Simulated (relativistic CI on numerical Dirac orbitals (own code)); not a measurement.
**The 13-electron sequence from Al I to Ni XVI**

Computed by Dirac-Coulomb-Breit CI, KLI orbitals optimised for each configuration, model QED (radiative potential, 1s self-energy scaled to tabulated hydrogen-like ionisation energies), valence Slater integrals scaled by 0.9, P86 correlation energy added to each configuration (own radial code, finite nucleus).

Configuration list (outside the closed core [Ne]): 3s²3p, 3s3p², 3s²3d, 3p³, 3s3p3d, 3p²3d, 3p3d², 3d³. Double excitations out of closed p, d and f shells are left out; levels of such configurations are missing from the list, as are those of other unlisted configurations, and high levels can miss mixing partners.

Energies above each ion's lowest level, in eV. Levels are followed by their leading LS label, which can pass from one level to another where the coupling changes.

```tsv
Ion	3s²3p ²P°1/2	3s²3p ²P°3/2	3s3p² ⁴P1/2	3s3p² ⁴P3/2	3s3p² ⁴P5/2	3s²3d ²D3/2	3s²3d ²D5/2
Al I	0	0.012131	3.2405	3.2462	3.2555	4.0443	4.0447
Si II	0	0.033427	5.1358	5.1488	5.1701	10.368	10.369
P III	0	0.066754	7.0174	7.0421	7.0819	15.131	15.13
S IV	0	0.11504	8.8862	8.9279	8.9944	19.581	19.58
Cl V	0	0.1816	10.754	10.82	10.923	23.819	23.819
Ar VI	0	0.27012	12.631	12.728	12.88	27.916	27.919
K VII	0	0.38467	14.523	14.662	14.875	31.921	31.931
Ca VIII	0	0.52965	16.436	16.629	16.92	35.87	35.891
Sc IX	0	0.70987	18.373	18.636	19.021	39.788	39.825
Ti X	0	0.93045	20.34	20.69	21.189	43.697	43.757
V XI	0	1.1969	22.34	22.797	23.431	47.615	47.704
Cr XII	0	1.5152	24.376	24.965	25.758	51.555	51.683
Mn XIII	0	1.8916	26.451	27.201	28.176	55.533	55.709
Fe XIV	0	2.3327	28.568	29.513	30.695	59.559	59.795
Co XV	?	?	?	?	?	?	?
Ni XVI	0	3.4379	32.932	34.395	36.067	67.807	68.201
```

Fill in the row of Co XV.

3s²3p ²P°1/2 0, 3s²3p ²P°3/2 2.8456, 3s3p² ⁴P1/2 30.728, 3s3p² ⁴P3/2 31.908, 3s3p² ⁴P5/2 33.323, 3s²3d ²D3/2 63.646, 3s²3d ²D5/2 63.954 (eV).

The lowest level keeps the configuration 3s²3p and J = 1/2 throughout.

Between Z = 25 and 28 the energy of 3s²3p ²P°3/2 follows a local power law Z^5.3. For orientation: electrostatic splittings inside a shell grow about linearly with the screened charge, excitations that change n as its square, and fine structure as its fourth power; written in Z itself the exponents are larger, since the screened charge grows faster in proportion.

The members near neutrality are the least accurate: they can be off by several eV, miss lower levels of configurations outside the list, or start from a wrong lowest level.
